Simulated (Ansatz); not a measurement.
Consider the cleavage of the Si–Al bond: `[AlH2][SiH2]Cl` + `O[SiH](O)F` → `O[SiH](F)O[SiH2]Cl` + `[AlH3]`.

Isolated molecules relaxed with PBE0-D4/def2-TZVP in Ansatz; ΔE leaves out vibrations. CBS: MP2 limit from def2 TZ/QZ plus the TZ coupled-cluster correction, frozen cores. This one scheme is used for every species. DFT in def2-TZVPP. One conformer a species, not always the lowest.

`[AlH2][SiH2]Cl`:

```xyz
7

Al   -0.260   -1.098    0.892
Si    0.397    0.665   -0.688
Cl   -1.227    1.972   -0.559
H     0.116   -0.958    2.426
H    -1.149   -2.311    0.387
H     0.515    0.272   -2.118
H     1.608    1.457   -0.341
```

`O[SiH](O)F`:

```xyz
7

O     0.801    0.811   -0.741
Si   -0.211    0.089    0.314
O    -1.054   -1.047   -0.472
F     0.673   -0.535    1.485
H     1.573    1.263   -0.398
H    -1.176    0.999    0.944
H    -0.606   -1.579   -1.132
```

`O[SiH](F)O[SiH2]Cl`:

Cartesian coordinates in Å:
```
O -0.734 -0.075 -1.997
Si 0.386 0.768 -1.186
F -0.151 2.223 -0.839
O 0.777 0.066 0.230
Si 0.207 -0.656 1.566
Cl -1.751 -1.219 1.247
H -1.507 -0.399 -1.529
H 1.575 0.891 -2.031
H 0.213 0.282 2.705
H 0.985 -1.881 1.833
```

`[AlH3]`:

Cartesian coordinates in Å:
```
Al 0.000 0.000 0.000
H -1.583 -0.011 0.090
H 0.739 1.124 -0.840
H 0.844 -1.114 0.749
```

| species | r2SCAN energy (Eh) |
| --- | --- |
| `[AlH2][SiH2]Cl` | -994.48894 |
| `O[SiH](O)F` | -541.75412 |
| `O[SiH](F)O[SiH2]Cl` | -1292.11869 |
| `[AlH3]` | -244.16791 |

Problem. Work out ΔE.

Solution. ΔE = (-1292.11869) + (-244.16791) − (-994.48894) − (-541.75412) = -0.04354 Eh = -1.18 eV. CCSD(T)/CBS gives -1.25 eV.

Largest T1 diagnostic among the species: 0.011.

In def2-TZVPP, CCSD(T) changes the Hartree–Fock value by +0.20 eV (the triples alone add +0.02 eV) and MP2 by +0.11 eV. Leaving LDA and LC-ωPBE aside and taking each functional with its dispersion term where it has one, the values, not all of them listed here, spread over 0.40 eV, from BHLYP-D4 to PBE-D4. LDA lies −0.10 eV from PBE without D4. From PBE to PBE0 (25 % exact exchange), in def2-TZVPP and without D4, ΔE moves by −0.09 eV.
